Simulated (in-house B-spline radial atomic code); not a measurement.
Radial electron density of Cl, [Ne] 3s2 3p5. Computed with a B-spline radial code for spherical atoms: non-relativistic B97-1, spin-polarised, spherical fractional occupations, point nucleus.

Caution: exact exchange at fractional occupations of open shells leaves self-interaction of up to several eV.

Columns: r (bohr), 4πr²n(r) (electrons per bohr), bar.

```
 0.00354     0.45 #
 0.00425   0.6331 #
 0.00511   0.8888 ##
 0.00614    1.239 ###
 0.00738    1.716 ####
 0.00886    2.352 #####
  0.0107    3.223 #######
  0.0128    4.295 ##########
  0.0154    5.692 #############
  0.0185    7.395 #################
  0.0222    9.397 #####################
  0.0267    11.68 ##########################
   0.032    14.04 ################################
  0.0385    16.35 #####################################
  0.0463    18.25 #########################################
  0.0556    19.39 ############################################
  0.0668    19.52 ############################################
  0.0802    18.57 ##########################################
  0.0964    16.77 ######################################
   0.116    14.76 #################################
   0.139    13.45 ##############################
   0.167    13.48 ##############################
   0.201    15.05 ##################################
   0.241    17.36 #######################################
    0.29    19.15 ###########################################
   0.349    18.98 ###########################################
   0.419    16.38 #####################################
   0.503    12.06 ###########################
   0.605    7.614 #################
   0.726    4.658 ##########
   0.873    3.663 ########
    1.05    4.018 #########
    1.26    4.534 ##########
    1.51    4.434 ##########
    1.82    3.564 ########
    2.19     2.36 #####
    2.63    1.306 ###
    3.16   0.6002 #
    3.79   0.2296 #
    4.56   0.0688 
    5.47  0.01611 
    6.58 0.002682
```

On this grid the curve has 3 maxima, near 0.0668, 0.29, 1.26 bohr.

The 3s down radial function P(r) = rR(r), positive near the nucleus:

```json
{"r (bohr)": "0.00118", "P": "0.01395"}
{"r (bohr)": "0.0017", "P": "0.01992"}
{"r (bohr)": "0.00245", "P": "0.02834"}
{"r (bohr)": "0.00354", "P": "0.04018"}
{"r (bohr)": "0.00511", "P": "0.05645"}
{"r (bohr)": "0.00738", "P": "0.07837"}
{"r (bohr)": "0.0107", "P": "0.1072"}
{"r (bohr)": "0.0154", "P": "0.1418"}
{"r (bohr)": "0.0222", "P": "0.1803"}
{"r (bohr)": "0.032", "P": "0.2153"}
{"r (bohr)": "0.0463", "P": "0.2316"}
{"r (bohr)": "0.0668", "P": "0.2044"}
{"r (bohr)": "0.0964", "P": "0.1059"}
{"r (bohr)": "0.139", "P": "-0.0746"}
{"r (bohr)": "0.201", "P": "-0.2957"}
{"r (bohr)": "0.29", "P": "-0.4277"}
{"r (bohr)": "0.419", "P": "-0.3066"}
{"r (bohr)": "0.605", "P": "0.1168"}
{"r (bohr)": "0.873", "P": "0.6319"}
{"r (bohr)": "1.26", "P": "0.8818"}
{"r (bohr)": "1.82", "P": "0.7071"}
{"r (bohr)": "2.63", "P": "0.3464"}
{"r (bohr)": "3.79", "P": "0.1002"}
{"r (bohr)": "5.47", "P": "0.01428"}
```
